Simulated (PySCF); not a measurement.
C6H14N (charge +1).
Bonds: C1–C2, C2–C3, C3–N4, N4–C5, C5–C6, C6–C7, N4–C7. Hydrogens: H8, H9, H10 on C1; H11, H12 on C2; H13, H14 on C3; H15 on N4; H16, H17 on C5; H18, H19 on C6; H20, H21 on C7.

The same species was optimised twice, with GFN2-xTB and with PBE0-D3(BJ)/def2-SVP (PySCF), and the same property calculations (PySCF, gas phase) were run on both structures.

| coordinate | GFN2-xTB | PBE0-D3(BJ)/def2-SVP | change |
| --- | --- | --- | --- |
| N4–C5 (Å) | 1.494 | 1.514 | +0.020 |
| N4–C7 (Å) | 1.493 | 1.512 | +0.019 |
| C3–N4 (Å) | 1.475 | 1.485 | +0.010 |
| C2–C3 (Å) | 1.527 | 1.517 | -0.010 |
| C1–C2 (Å) | 1.526 | 1.522 | -0.004 |
| C5–C6 (Å) | 1.532 | 1.533 | +0.001 |
| C6–C7 (Å) | 1.533 | 1.533 | 0.000 |
| C1–C2–C3 (°) | 112.8 | 114.3 | +1.5 |
| C3–N4–C7 (°) | 118.4 | 119.6 | +1.2 |
| C3–N4–C5 (°) | 118.3 | 119.3 | +1.0 |
| C5–N4–C7 (°) | 90.2 | 89.2 | -1.0 |
| C2–C3–N4 (°) | 111.2 | 111.8 | +0.6 |
| C5–C6–C7 (°) | 87.3 | 87.8 | +0.5 |
| N4–C5–C6 (°) | 90.5 | 90.1 | -0.4 |
| N4–C7–C6 (°) | 90.5 | 90.2 | -0.3 |
| C1–C2–C3–N4 (°) | 63 | 60 | -3 |
| C2–C3–N4–C5 (°) | 74 | 69 | -5 |

Rotational constants: A = 5903, B = 1447, C = 1390 MHz (GFN2-xTB) against A = 5752, B = 1452, C = 1377 MHz (PBE0-D3(BJ)/def2-SVP). Point groups within 0.08 Å: C1 and C1.

On the GFN2-xTB structure: lowest singlet, TDDFT (eV) 8.74 [PBE0/def2-SVPD]; isotropic polarisability (au) 71.5 [PBE0/def2-SVPD]; HOMO (eV) -13.93 [PBE0/def2-SVPD]; LUMO (eV) -4.04 [PBE0/def2-SVPD].

Q: What do these properties become on the PBE0-D3(BJ)/def2-SVP structure?

A: 
```csv
property,level,on GFN2-xTB,on PBE0-D3(BJ)/def2-SVP,change
"lowest singlet, TDDFT (eV)",PBE0/def2-SVPD,8.74,8.57,-0.17
isotropic polarisability (au),PBE0/def2-SVPD,71.5,72.9,+1.4
HOMO (eV),PBE0/def2-SVPD,-13.93,-13.77,+0.16
LUMO (eV),PBE0/def2-SVPD,-4.04,-4.07,-0.03
"energy, GFN2-xTB geometry as zero (kcal/mol)",PBE0/def2-SVPD,0.0,-1.5,-1.5
```

The heavy atoms differ by 0.061 Å rms after alignment. Among bonds between heavy atoms N4–C5 and N4–C7 change most and about equally (+0.019 to +0.020 Å). Changes are differences of the printed values. Neither structure is proved a minimum here. Isolated species at its PBE0-D3(BJ)/def2-SVP geometry (one conformer only).

Shape of the structure used: `[CH3:1][CH2:2][CH2:3][NH+:4]1[CH2:5][CH2:6][CH2:7]1`: C1–C2–C3–N4 60°, C2–C3–N4–C5 69°.
